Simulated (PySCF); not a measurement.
Ionisation energy of Sr⁺ by level of theory

Sr⁺ [Kr] 5s1 (2S) → Sr²⁺ [Kr] (1S), as a difference of total energies. Calculation: PySCF 2.14, in aug-cc-pVDZ-X2C (7s6p4d, 45 functions); scalar relativity by spin-free X2C-1e. The calculations carry no spin-orbit coupling.

```csv
method,ionisation energy (eV)
UHF,10.440
LDA,11.288
PBE,11.133
LC-wPBE,10.806
wB97M-V,10.833
M06-2X,10.954
wB97X,10.592
```

Problem. Estimate what PBE0 gives.

Solution. 11.019 eV, closest to M06-2X among the rows shown.

Problem. Estimate what r2SCAN gives.

Solution. 10.824 eV, closest to wB97M-V among the rows shown.

For comparison: 11.030 eV (measured; NIST Atomic Spectra Database, ionization energies).
